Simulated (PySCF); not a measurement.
C2H9GeN.
Atom-mapped SMILES: `[CH3:1][NH:2][GeH2:3][CH3:4]` (hydrogens: H5, H6, H7 on C1; H8 on N2; H9, H10 on Ge3; H11, H12, H13 on C4)

Method: PBE0-D3(BJ)/def2-SVP geometry optimisation, gas phase (PySCF); density fitting, grid level 1; the optimiser is geomeTRIC in internal coordinates, started from a GFN2-xTB structure with every atom displaced at random (about 0.01 Å).

Step 0: E = -60207.8154 eV
```
atom  x, y, z in Å  |  force x, y, z in eV/Å
C1      1.6257    0.6836    0.4033   -1.985   0.248  -0.654
N2      0.8742   -0.5424    0.5912    0.749   0.131   0.103
Ge3    -0.7051   -0.8987   -0.2817    0.494   0.640   0.666
C4     -1.9264    0.5456    0.1499   -1.039  -0.647   0.195
H5      0.8923    1.5251    0.4309    0.474  -0.124   0.040
H6      2.3286    0.8429    1.1962    0.738   0.135   0.806
H7      2.1415    0.7600   -0.5605    0.328   0.041  -0.333
H8      1.5398   -1.3084    0.6230   -0.289  -0.344   0.026
H9     -1.0892   -2.2284    0.2971   -0.396  -0.645   0.258
H10    -0.5574   -1.0483   -1.7720    0.033  -0.010  -0.883
H11    -1.9726    0.7260    1.2312    0.228   0.042   0.089
H12    -2.9608    0.2710   -0.1449    0.267  -0.076  -0.008
H13    -1.7235    1.4698   -0.3683    0.397   0.610  -0.302
```

Step 1: E = -60207.9314 eV
```
atom  x, y, z in Å  |  force x, y, z in eV/Å
C1      1.6141    0.7017    0.3883    0.435  -0.023   0.202
N2      0.9139   -0.5357    0.6143   -0.273  -0.136  -0.084
Ge3    -0.6796   -0.8879   -0.2409   -0.115  -0.252  -0.271
C4     -1.9594    0.5268    0.1513    0.183   0.229   0.007
H5      0.9214    1.5505    0.4777   -0.053   0.072  -0.004
H6      2.3932    0.8485    1.1701   -0.205   0.019  -0.232
H7      2.1212    0.7918   -0.5975   -0.051   0.005   0.041
H8      1.5319   -1.3417    0.6433    0.025   0.056   0.020
H9     -1.1893   -2.2473    0.3208    0.146   0.181  -0.082
H10    -0.5534   -1.0192   -1.8104    0.026   0.033   0.369
H11    -1.9995    0.7151    1.2342   -0.001  -0.005  -0.010
H12    -2.9568    0.2288   -0.1932   -0.097  -0.050  -0.036
H13    -1.6903    1.4665   -0.3625   -0.019  -0.130   0.081
```

Question: Estimate the geometry and energy of step 2. (The exact step hangs on the optimiser's Hessian estimate; all steps are aligned on step 1, rigid shifts and turns removed.)

Answer: E = -60207.9448 eV, largest force 0.103 eV/Å
```
atom  x, y, z in Å  |  force x, y, z in eV/Å
C1      1.6049    0.6975    0.3852    0.069   0.004   0.025
N2      0.8986   -0.5395    0.6162   -0.006   0.014   0.016
Ge3    -0.6838   -0.8932   -0.2462   -0.070  -0.036  -0.067
C4     -1.9501    0.5305    0.1560    0.000   0.023   0.003
H5      0.9086    1.5483    0.4607    0.000   0.003  -0.009
H6      2.3761    0.8613    1.1594   -0.036  -0.015  -0.023
H7      2.1107    0.7789   -0.5999   -0.016   0.002  -0.008
H8      1.5211   -1.3408    0.6537    0.020   0.009   0.025
H9     -1.1714   -2.2494    0.3031    0.023  -0.004   0.002
H10    -0.5343   -1.0148   -1.7916    0.008   0.015   0.028
H11    -1.9908    0.7092    1.2402    0.000  -0.014  -0.001
H12    -2.9521    0.2418   -0.1946    0.000   0.013   0.007
H13    -1.6703    1.4682   -0.3465    0.008  -0.014   0.004
```

The energy changes by -0.0134 eV. The first-order estimate −F·Δx gives -0.0239 eV and the mean of the old and new forces, exact on a quadratic surface, -0.0134 eV. The step makes an angle of 68° with the force vector and moves no atom by more than 0.027 Å.

The cost below is that of the whole optimisation. The run took 42 s on one thread of an Arm Neoverse V2, shared host with 192 logical CPUs at a one-minute load of 21, and the process peaked at 0.51 GiB of memory.
